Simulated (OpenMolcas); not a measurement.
Ni4+, Pd4+, Pt4+: d6 down the group

- Program: OpenMolcas
- Method: CASSCF
- Basis: ANO-R2
- Scalar Hamiltonian: X2C, finite nucleus
- Spin-orbit coupling: RASSI with atomic mean-field integrals over the reference wave functions, term energies averaged over their components

Active space for each ion: 6 electrons in 10 orbitals (d d).

Computed levels in cm-1 above 5D4:

```tsv
Level	Ni4+	Pd4+	Pt4+
5D3	816	1976	7340
5D2	1380	3073	6962
5D1	1740	3807	10872
5D0	1916	4153	11300
3H6	29093	21881	23566
3H5	29486	22381	23607
3F3(1)	33639	25475	28081
3F2(1)	33999	26377	29230
3P1(1)	34092	28642	44910
weight of 5D in the lowest level (%)	100	98	83
```

Mixed levels, with the weight of the term that names them: Pt4+ 5D2 (66 %), Pt4+ 3H5 (54 %), Pt4+ 3F3(1) (53 %), Pt4+ 3F2(1) (73 %), Pt4+ 3P1(1) (68 %).

Measured, with the error of the calculation in %. Measured levels: Ni4+ from Corliss and Sugar, J. Phys. Chem. Ref. Data 10, 197 (1981).

```
 Level           Ni4+
   5D3     890 (-8.2)
   5D2    1490 (-7.4)
   5D1    1872 (-7.0)
   5D0    2058 (-6.9)
   3H6   27111 (+7.3)
   3H5   27578 (+6.9)
3F3(1)  29571 (+13.8)
3F2(1)  29899 (+13.7)
3P1(1)  28698 (+18.8)
```

The fine-structure level 5D0 changes by a factor of 5.9 from Ni4+ to Pt4+.

Without spin-orbit coupling 3H lies 28684, 20911, 19344 cm-1 above 5D in that order; the difference to the level 3H6, of either sign, comes from spin-orbit coupling, which also lowers the zero.

Without dynamic correlation excited terms often stand tens of per cent too high (terms of higher spin than the ground term too low), and those without a measured partner can miss by more than the paired ones. Active for correlation alone: 4d; no level in the range computed is led by a configuration that fills it, so any true level of that kind is missing (holds for Ni4+). Active for correlation alone: 5d; no level in the range computed is led by a configuration that fills it, so any true level of that kind is missing (holds for Pd4+). Active for correlation alone: 6d; no level in the range computed is led by a configuration that fills it, so any true level of that kind is missing (holds for Pt4+). Measured partners are found by configuration, term and J. A level has none where our copy of the source lacks it or the pairing is in doubt (some pairs that miss far off the trend of their configuration count as doubtful), and it then counts in no deviation. Levels of configurations outside the active space are missing.

A number in round brackets counts repeated terms of one configuration in the order of the reference energies.
